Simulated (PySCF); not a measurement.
# Deuteron quadrupole couplings in `C[Si@@H](P)C#CC(F)=C(F)F`

Compound: C5H6F3PSi.
Cartesian coordinates in Å at the GFN2-xTB level; atoms count from 1:
```
atom  x, y, z in Å
C1    -2.5215    1.3319    0.0843
Si2   -1.5437   -0.2214    0.5764
P3    -1.8922   -1.8197   -0.9696
C4     0.2717    0.1723    0.4914
C5     1.4591    0.3790    0.3982
C6     2.8326    0.6804    0.3017
F7     3.1731    1.9789    0.1836
C8     3.7979   -0.2435    0.3215
F9     5.0966   -0.0075    0.2393
F10    3.5553   -1.5419    0.4364
H11   -3.5920    1.1512    0.1234
H12   -2.2990    2.1620    0.7468
H13   -2.2757    1.6375   -0.9292
H14   -1.8035   -0.6166    1.9705
H15   -1.1726   -2.7928   -0.2964
H16   -3.0938   -2.2408   -0.4222
```

Level: PBE0/pcSseg-1 (PySCF, non-relativistic); Q(2H) = 0.00286 b; rigid geometry, the same for H and D, with no vibrational averaging.

Task: Rank these positions by the coupling χzz of a deuteron there, largest first.
A. H13 (methyl hydrogen)
B. H14 (Si–H hydrogen)
C. H15 (P–H hydrogen)

Result: A (216 kHz), C (143 kHz), B (104 kHz).

Task: Give the electric field gradient Vzz (the principal value of largest size), its asymmetry and the 2H coupling at each hydrogen.

Result: 
```json
{"atom": "H11", "bonded to": "C1", "bond length (Å)": "1.086", "Vzz (au)": "0.3235", "η": "0.00", "χzz (kHz)": "217"}
{"atom": "H12", "bonded to": "C1", "bond length (Å)": "1.085", "Vzz (au)": "0.3253", "η": "0.00", "χzz (kHz)": "219"}
{"atom": "H13", "bonded to": "C1", "bond length (Å)": "1.087", "Vzz (au)": "0.3210", "η": "0.01", "χzz (kHz)": "216"}
{"atom": "H14", "bonded to": "Si2", "bond length (Å)": "1.472", "Vzz (au)": "0.1550", "η": "0.01", "χzz (kHz)": "104"}
{"atom": "H15", "bonded to": "P3", "bond length (Å)": "1.385", "Vzz (au)": "0.2125", "η": "0.07", "χzz (kHz)": "143"}
{"atom": "H16", "bonded to": "P3", "bond length (Å)": "1.386", "Vzz (au)": "0.2116", "η": "0.08", "χzz (kHz)": "142"}
```

Task: Average by the element that carries the hydrogen.

Result: on C: 217 kHz over 3 positions, mean bond length 1.086 Å; on Si: 104 kHz over 1 position, mean bond length 1.472 Å; on P: 142 kHz over 2 positions, mean bond length 1.385 Å.

Task: A static deuteron (I = 1) shows a doublet split by (3/2)χ, (3/4)χ(1 + η) and (3/4)χ(1 − η) with the field along z, y and x of the gradient. What are these for H16?

Result: With |χ| = 142.2 kHz and η = 0.076: 213, 115 and 99 kHz, to first order and without motion.

Geometry: GFN2-xTB, one conformer, isolated molecule. GFN2-xTB bond lengths can be off by several hundredths of an ångström, more for odd bonds, and the gradients follow them. A larger basis could move these couplings by a tenth or more.
